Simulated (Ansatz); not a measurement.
Reactions of H6O3Si2 (`O[SiH](O)O[SiH3]`).

Program: Ansatz. Geometries: PBE0-D4/def2-TZVP. ΔE: electronic, gas phase. CBS: MP2 limit from def2 TZ/QZ plus the TZ coupled-cluster correction, frozen cores. This one scheme is used for every species, atoms too. For atomizations the MP2-based limit and the directly extrapolated one differ by several kJ/mol either way, and by 10 to 25 for some Ge, Se and Sn compounds, so smaller differences from it don't rank the levels. DFT in def2-TZVPP. Open shells (•) are unrestricted, without spin–orbit coupling. Spin–orbit coupling would lower the free atoms: a little for O, Si. For Ga outer-core shells are correlated without core-valence functions, so the limit isn't a true one: a few kJ/mol of doubt a bond, and 10 to 20 or more in all where bonds break to atoms. Scalar relativity is left out up to krypton. One conformer a species, not always the lowest.

| reaction | CCSD(T)/CBS(def2) (kJ/mol) |
| --- | --- |
| `O[SiH](O)O[SiH3]` → `O[SiH3]` + `O[Si]O` | 272 |
| `O[SiH](O)O[SiH3]` → 6 H• + 3 O• + 2 Si• | 4159 |
| `O[SiH](O)O[SiH3]` + `N[SiH](O)Cl` → `O[SiH](O)N[SiH](O)Cl` + `O[SiH3]` | 53 |
| `O[SiH](O)O[SiH3]` + `[OH][AlH2]` → `O[SiH](O)[O][AlH2]` + `O[SiH3]` | -2 |
| `O[SiH](O)O[SiH3]` + `[SiH3]S` → `O[SiH](O)S[SiH3]` + `O[SiH3]` | 65 |
| `O[SiH](O)O[SiH3]` + `O[SiH2]S` → `O[SiH2]S[SiH](O)O` + `O[SiH3]` | ? |
| `O[SiH](O)O[SiH3]` + H₂S → `[SiH3]S` + `O[SiH](O)O` | 50 |
| `O[SiH](O)O[SiH3]` + SiH₄ → `O[SiH]([SiH3])O[SiH3]` + H₂O | 133 |
| `O[SiH](O)O[SiH3]` → `[OH]`• + `O[SiH]O[SiH3]`• | ? |
| `O[SiH](O)O[SiH3]` + `[OH][GaH][F]` → `[F][GaH][O][SiH3]` + `O[SiH](O)O` | ? |

Task: Fill in the missing values. (Best estimate.)

Result: Computed: `O[SiH](O)O[SiH3]` + `O[SiH2]S` → `O[SiH2]S[SiH](O)O` + `O[SiH3]`: +60.7 kJ/mol; `O[SiH](O)O[SiH3]` → `[OH]`• + `O[SiH]O[SiH3]`•: +592.2 kJ/mol; `O[SiH](O)O[SiH3]` + `[OH][GaH][F]` → `[F][GaH][O][SiH3]` + `O[SiH](O)O`: 0.0 kJ/mol.

Largest T1 diagnostic: 0.015, for `[OH][GaH][F]`.
